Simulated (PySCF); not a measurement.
C5H8OSi.
SMILES with atom numbers: `[CH:1]#[C:2][Si@H:3]1[CH2:4][CH2:5][CH2:6][O:7]1` (hydrogens: H8 on C1; H9 on Si3; H10, H11 on C4; H12, H13 on C5; H14, H15 on C6)

Computed with PBE0-D3(BJ)/def2-SVP geometry optimisation, gas phase (PySCF).

Problem. Give the optimised bond lengths and angles.

Solution. 
| bond | length (Å) |
| --- | --- |
| C1≡C2 | 1.217 |
| C2–Si3 | 1.835 |
| Si3–C4 | 1.886 |
| C4–C5 | 1.537 |
| C5–C6 | 1.531 |
| C6–O7 | 1.416 |
| Si3–O7 | 1.679 |
| C1–H8 | 1.076 |
| Si3–H9 | 1.488 |
| C4–H10 | 1.103 |
| C4–H11 | 1.099 |
| C5–H12 | 1.103 |
| C5–H13 | 1.102 |
| C6–H14 | 1.107 |
| C6–H15 | 1.102 |

A selection of angles:
| angle | degrees |
| --- | --- |
| C2–C1–H8 | 179.8 |
| C1–C2–Si3 | 179.1 |
| C2–Si3–C4 | 112.9 |
| C2–Si3–O7 | 112.0 |
| C2–Si3–H9 | 108.0 |
| C4–Si3–O7 | 95.9 |
| C4–Si3–H9 | 117.4 |
| O7–Si3–H9 | 110.2 |
| Si3–C4–C5 | 100.9 |
| Si3–C4–H10 | 108.6 |
| Si3–C4–H11 | 115.5 |
| C5–C4–H10 | 111.3 |
| C5–C4–H11 | 113.1 |
| H10–C4–H11 | 107.5 |
| C4–C5–C6 | 107.7 |
| C4–C5–H12 | 109.6 |
| C4–C5–H13 | 112.6 |
| C6–C5–H12 | 108.8 |
| C6–C5–H13 | 111.1 |
| H12–C5–H13 | 107.0 |
| C5–C6–O7 | 108.7 |
| C5–C6–H14 | 110.4 |
| C5–C6–H15 | 111.8 |
| O7–C6–H14 | 109.9 |
| O7–C6–H15 | 108.7 |
| H14–C6–H15 | 107.4 |
| Si3–O7–C6 | 112.0 |

Dihedral angles: C2–Si3–C4–C5 133° (anticlinal); Si3–C4–C5–C6 -33° (synclinal); C4–C5–C6–O7 42° (synclinal); C5–C6–O7–Si3 -29° (synperiplanar); C2–Si3–O7–C6 -110° (anticlinal).

The 5-membered ring Si3–C4–C5–C6–O7 has internal angles of 95.9° to 112.0° (sum 525°, against 540° for a flat polygon); it is puckered, 0.16 Å rms from its mean plane, widest ring torsion 42°. The 3 C–C bonds span 1.217 Å (C1≡C2, drawn triple) to 1.537 Å (C4–C5, drawn single), a spread of 0.320 Å. Si3 (oxygen-bound silicon) has angles from 95.9° to 117.4°. The 2 C–Si bonds span 1.835 Å (C2–Si3, drawn single) to 1.886 Å (Si3–C4, drawn single), a spread of 0.051 Å.

Point group: C1 (no symmetry element, even within 0.4 Å). Not checked by PBE0-D3(BJ)/def2-SVP frequencies. One conformer, not necessarily the lowest.
